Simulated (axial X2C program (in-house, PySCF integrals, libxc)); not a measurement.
**Nuclear properties of NRuO⁺**

Calculated with an axial X2C code built on PySCF integrals: two-component X2C with atomic mean-field Coulomb and Gaunt terms, Gaussian nuclei, basis N dyall-av3z, Ru dyall-v3z, O dyall-av3z with contracted cores.

N–Ru–O held linear, with bonds 1.596 and 1.753 Å (near the PBE0 minimum at charge 1 of the determinant lowest at the starting distance; the state shown can have its own minimum elsewhere, held linear; other orders of the atoms were not compared).

Determinant lowest in the PBE0 search, Ω = 2 (⟨Sz⟩ = 0.00, ⟨Lz⟩ = 2.00 at PBE0), spin on the atoms N -0.30, Ru 0.70, O -0.40:

| level | Eeff magnitude (GV/cm) | Ws magnitude Ru (kHz) | A∥/gI N (MHz) | qzz N (a.u.) | A∥/gI Ru (MHz) | qzz Ru (a.u.) | A∥/gI O (MHz) | qzz O (a.u.) |
| --- | --- | --- | --- | --- | --- | --- | --- | --- |
| PBE0 | 1.87 | 0.403 | -31.5 | -0.04 | 74.1 | -0.56 | -86.6 | 1.79 |
| HF | 1.62 | 0.224 | -52.8 | -0.25 | -254 | -1.63 | -83.2 | 2.23 |
| B3LYP | 2.14 | 0.464 | -32.2 | 0.01 | 107 | -0.69 | -86.4 | 1.74 |

Eeff is the effective electric field on the electron electric dipole moment in this Ω state and Ws the scalar–pseudoscalar constant of the nucleus named (defined with the proton number Z and per Ω); A∥ (defined per Ω) follows by multiplying with gI = μI/(I μN); qzz is the electric field gradient, eQq0 = 234.96 MHz × Q/barn × qzz. The operators were transformed with the bare-nucleus X2C matrices; with these basis sets, hyperfine constants and field gradients can be off by tens of per cent, and where levels differ in sign neither size nor sign is settled.

(1) With gI(14N) = 0.4038, gI(17O) = -0.7575, Q(17O) = -0.02558 barn (g factors from the IAEA table of nuclear moments by Stone; Q from Pyykkö, Mol. Phys. 2018), turn the PBE0 values of the first state into constants in MHz.

The molecule was held linear; bending was not examined, so a bent shape may lie lower.

Each state is one determinant with collinear spin, which with several unpaired electrons need not be a pure state. Unrestricted Hartree–Fock can overshoot spin polarisation at the nuclei. In the state Ω = 2 the sign of Eeff differs between levels (HF against PBE0). With several open shells hyperfine constants can be off by a factor of several. In the state Ω = 2 the atomic spins oppose each other (-0.30, 0.70, -0.40): a broken-symmetry determinant whose values are not spin-projected. Open-shell Ω = 0 determinants with evenly filled partner blocks cannot be reached by this program, so the Ω shown need not be the lowest component. States lie within half an eV, so the first need not be the ground state. The sign of Ws at Ru differs between levels in the first state. Further determinants of the search, some of them spin-mixed, are not shown. Where a field gradient or hyperfine factor spreads by more than a factor of two over the levels, a constant derived from it is not to be relied on.

## Answers

(1) A∥(14N) = -31.5 × 0.4038 = -12.7 MHz; A∥(17O) = -86.6 × -0.7575 = 65.6 MHz; eQq0(17O) = 234.96 × (-0.02558) × (1.79) = -10.8 MHz.
